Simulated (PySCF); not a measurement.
C4H5, SMILES [CH]=CC=C, multiplicity 2.

Coordinates come from a B3LYP-D3(BJ)/def2-SVP optimisation. The isomer is the one that the SMILES or the coordinates give; other isomers of the formula were not compared. One conformer was computed; it need not be the lowest.

Calculation: TDA-PBE/def2-SVPD in PySCF 2.14.0.

Vertical excitations. 

Computed UV-visible absorptions:
```csv
state,energy (eV),λ (nm),f,main pairs
root 1,2.48,499,0.000,β HOMO→LUMO 95 %
root 2,3.32,373,0.000,"α HOMO−1→LUMO 49 %, β HOMO→LUMO+1 49 %"
root 3,3.69,336,0.002,α HOMO→LUMO 95 %
root 4,4.93,252,0.001,β HOMO−1→LUMO 98 %
root 5,5.31,234,0.000,"α HOMO−2→LUMO 33 %, α HOMO−1→LUMO+1 17 %, β HOMO→LUMO+2 24 %, β HOMO−1→LUMO+1 23 %"
root 6,5.53,224,0.030,"α HOMO−1→LUMO 6 %, β HOMO−2→LUMO 85 %"
root 7,5.97,208,0.001,α HOMO→LUMO+1 99 %
root 8,6.14,202,0.023,α HOMO→LUMO+2 93 %
root 9,6.17,201,0.295,"α HOMO→LUMO+3 42 %, α HOMO−1→LUMO 16 %, β HOMO→LUMO+1 17 %, β HOMO−2→LUMO 6 %"
root 10,6.26,198,0.133,"α HOMO→LUMO+3 43 %, α HOMO−1→LUMO+1 7 %, β HOMO→LUMO+2 15 %, β HOMO−1→LUMO+1 11 %, β HOMO→LUMO+1 5 %"
```
Unrestricted roots are not spin-pure.
